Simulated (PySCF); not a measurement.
C3H5NOSi, SMILES O[Si@@H]1C=CC=N1. Coordinates come from a PBE-D3(BJ)/def2-SVP optimisation. The structure was generated by enumeration; whether it is a known compound was not checked. Other conformers were not sampled.

Computed with PBE-D3(BJ)/def2-SVP (PySCF).

Harmonic wavenumbers (cm⁻¹): 135, 172, 282, 393, 441, 486, 617, 683, 703, 705, 775, 829, 866, 899, 922, 935, 975, 1040, 1255, 1313, 1529, 1623, 2214, 2975, 3086, 3150, 3764. Rotational constants (GHz): 5.808, 2.650, 2.054; symmetry number 1.

Problem. Work out the zero-point energy and the ideal-gas rigid-rotor harmonic-oscillator thermochemistry at 298.15 K and 1 atm.

Solution. ZPE = ½ Σ hcν = ½ × 32767 cm⁻¹ = 195.99 kJ/mol. H − E(el) = 215.11 kJ/mol. Entropy in J/(mol K): translation 166.08, rotation 111.81, vibration 49.75, total 327.63. G − E(el) = 117.43 kJ/mol. Cp = 106.88 J/(mol K). Modes under 150 cm⁻¹ make the vibrational entropy uncertain.
